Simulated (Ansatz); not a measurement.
System: C3H6N, charge -1, multiplicity 1. It need not be the lowest isomer of its formula. Whether it binds its extra electron was not tested at this geometry. SMILES: C1([NH-])CC1
Coordinates optimised at B3LYP-D3(BJ)/def2-TZVP (Ansatz, a first-principles code):
```
C
N 1 1.3935
H 2 1.0265 1 107.04
H 1 1.1165 2 121.57 3 63.71
C 1 1.5045 4 110.63 2 -145.14
H 5 1.0846 1 114.60 4 151.38
H 5 1.0876 6 114.84 1 145.12
C 5 1.5173 6 117.15 7 144.65
H 8 1.0844 5 116.97 6 0.88
H 8 1.0907 9 115.67 5 145.42
```
Charge -1, spin multiplicity 1.

Parts of the frozen-core correlation energy in cc-pVTZ (Ansatz, hartree). Frozen orbitals: 4; correlated occupied orbitals by spin: 12 and 12; virtual: 188 and 188. Spin-orbit coupling is left out. Non-relativistic.

| term | value |
|---|---|
| reference (HF) | -171.47657 |
| MP2 opposite-spin | -0.56421 |
| MP2 same-spin | ? |
| CCSD correlation | ? |
| (T) | ? |
| T1 diagnostic | 0.013 |
| largest doubles amplitude | 0.024 |

Fill in the missing entries.


- MP2 same-spin, value: -0.17868
- CCSD correlation, value: -0.76867
- (T), value: -0.03480
